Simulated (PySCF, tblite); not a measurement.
Isomers of C2H9ClOSi2, one GFN2-xTB conformer each. Single-point energies are computed at PBE0/pcSseg-1 (PySCF, gas phase, no added dispersion term), electronic only.

| SMILES | GFN2-xTB relative energy (kJ/mol) |
| --- | --- |
| COC[SiH2][SiH2]Cl | 337.4 |
| C[SiH2]O[Si@@H](C)Cl | 0.0 |
| C[SiH2]O[SiH2]CCl | 130.5 |

Conformers: `[CH3:1][O:2][CH2:3][SiH2:4][SiH2:5][Cl:6]` with C1–O2–C3–Si4 177°, O2–C3–Si4–Si5 -39°, C3–Si4–Si5–Cl6 -63°; `[CH3:1][SiH2:2][O:3][Si@@H:4]([CH3:5])[Cl:6]` with C1–Si2–O3–Si4 -26°, Si2–O3–Si4–C5 -141°; `[CH3:1][SiH2:2][O:3][SiH2:4][CH2:5][Cl:6]` with C1–Si2–O3–Si4 -46°, Si2–O3–Si4–C5 -39°, O3–Si4–C5–Cl6 62°.

Task: What does PBE0/pcSseg-1 give for the same structures?

Result: 
```tsv
SMILES	PBE0/pcSseg-1 E (Eh)	PBE0/pcSseg-1 (kJ/mol)	GFN2-xTB (kJ/mol)	point group
C[SiH2]O[Si@@H](C)Cl	-1195.55903	0.0	0.0	C1
C[SiH2]O[SiH2]CCl	-1195.48786	186.9	130.5	C1
COC[SiH2][SiH2]Cl	-1195.42206	359.6	337.4	C1
```

Both levels put the same isomer lowest; measured from each level's own lowest isomer, the values differ by up to 56.4 kJ/mol (C[SiH2]O[SiH2]CCl: 130.5 against 186.9). As drawn, the lowest has an Si–O bond, which the highest lacks; the highest has an Si–Si bond, which the lowest lacks.

Task: Which frontier levels, dipoles and rotational constants go with these structures?

Result: 
```json
{"SMILES": "C[SiH2]O[Si@@H](C)Cl", "HOMO (eV, PBE0/pcSseg-1)": "-8.35", "LUMO (eV)": "0.76", "dipole (D)": "1.04", "A, B, C (MHz)": "2634, 1135, 857.7"}
{"SMILES": "C[SiH2]O[SiH2]CCl", "HOMO (eV, PBE0/pcSseg-1)": "-7.97", "LUMO (eV)": "0.32", "dipole (D)": "0.84", "A, B, C (MHz)": "2288, 1220, 889.6"}
{"SMILES": "COC[SiH2][SiH2]Cl", "HOMO (eV, PBE0/pcSseg-1)": "-7.72", "LUMO (eV)": "-0.36", "dipole (D)": "2.22", "A, B, C (MHz)": "2257, 1100, 868.4"}
```

Task: What happens when harmonic zero-point energies from GFN2-xTB frequencies are added?

Result: 
| SMILES | ZPE (kJ/mol) | electronic (kJ/mol) | with ZPE (kJ/mol) |
| --- | --- | --- | --- |
| C[SiH2]O[Si@@H](C)Cl | 273.0 | 0.0 | 0.0 |
| C[SiH2]O[SiH2]CCl | 266.4 | 186.9 | 180.3 |
| COC[SiH2][SiH2]Cl | 267.4 | 359.6 | 354.0 |

The zero-point energies span 6.6 kJ/mol. The order is unchanged.
